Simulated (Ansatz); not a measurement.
Input file for Ansatz (a program for electronic structure): R-revPBE/def2-TZVPPD on Ge2H8 (a complex). Files ending in .json are basis or fitting sets from the Basis Set Exchange.

Ansatz 0.2 input:
```yaml
crystal:
  periodic: [false, false, false]
  atoms:
    - {symbol: Ge, position_ang: [0.10619029, 0.02771487, 0.00369920]}
    - {symbol: H, position_ang: [-0.24516692, 1.45435130, 0.44958240]}
    - {symbol: H, position_ang: [-1.00348359, -0.93383224, 0.45258827]}
    - {symbol: H, position_ang: [1.43439169, -0.39354651, 0.64888922]}
    - {symbol: H, position_ang: [0.23962156, -0.01694436, -1.52573326]}
    - {symbol: Ge, position_ang: [-0.10624298, -0.02775185, 4.09629202]}
    - {symbol: H, position_ang: [0.30290486, -1.43114426, 3.62678277]}
    - {symbol: H, position_ang: [-1.44802948, 0.35202098, 3.45346545]}
    - {symbol: H, position_ang: [0.96587978, 0.98481543, 3.66860714]}
    - {symbol: H, position_ang: [-0.24621391, -0.01563516, 5.62574801]}
basis:
  gaussian:
    orbitals: def2-TZVPPD.json
hamiltonian:
  xc: {name: revPBE}
scf: {lower_state_search: off}
```

Output:

```
WARN ansatz: RAYON_NUM_THREADS=1 ignored (pool sized by the plan → 1); use --threads N
Functional definition: revPBE
these checks for a lower state are left out or cut short: stability, starts, cluster_reference, orbital_swaps, neighbouring_geometries, increment
integrals: 0.18 GiB planned
1218 factors; their error is unknown
mean field: 1.13 GiB planned
mean field evaluation 1: about -113155.6819 eV, gradient 3.5e1 eV
mean field evaluation 2: about -113156.3222 eV, gradient 3.9e1 eV
mean field evaluation 4: about -113157.2808 eV, gradient 7.4e-1 eV
mean field evaluation 8: about -113157.2686 eV, gradient 2.8e-2 eV
mean field -113157.26856176 eV, -4158.4529188934 hartree, gradient 2.7e-6 eV, S^2 0.000000; 0 other end points of the search recorded, 0 dependent functions left out
reference -113157.26861660 eV, -4158.4529209084 hartree; 36, 36 occupied and 208, 208 virtual orbitals, 1218 factors
Total energy: -113157.26861660 eV, -4158.4529209084 hartree
Checks for a lower state left out: stability, starts, cluster_reference, orbital_swaps, neighbouring_geometries, increment
```

The calculation finished and met its thresholds.

Cost: around 2.2 core-seconds (rough).
